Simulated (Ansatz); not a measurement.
The same ligand exchange along the group V, Nb, Ta.

Gas-phase electronic energies from Ansatz, PBE0-D4/def2-TZVP geometries. CBS: MP2 limit from def2 TZ/QZ plus the TZ coupled-cluster correction, frozen cores. This one scheme is used for every species. Functionals use def2-TZVPP. Elements past krypton have def2 core potentials. For Nb, Ta, V outer-core shells are correlated without core-valence functions, which leaves a few kJ/mol of doubt a bond. Scalar relativity is left out up to krypton. Each species was taken in one conformer, which may not be the lowest.

| reaction | CCSD(T)/CBS(def2) (kJ/mol) |
| --- | --- |
| `[O]=[V]([OH])([Cl])[Cl]` + HCl → `[O]=[V]([Cl])([Cl])[Cl]` + H₂O | -12 |
| `[O]=[Nb]([OH])([Cl])[Cl]` + HCl → `[O]=[Nb]([Cl])([Cl])[Cl]` + H₂O | -18 |
| `[O]=[Ta]([OH])([Cl])[Cl]` + HCl → `[O]=[Ta]([Cl])([Cl])[Cl]` + H₂O | ? |

Problem. Fill in the missing values. (Best estimate.)

Solution. Computed: `[O]=[Ta]([OH])([Cl])[Cl]` + HCl → `[O]=[Ta]([Cl])([Cl])[Cl]` + H₂O: -27.3 kJ/mol.

Largest T1 diagnostic: 0.032, for `[O]=[V]([Cl])([Cl])[Cl]`, so its coupled-cluster energy is less sure.
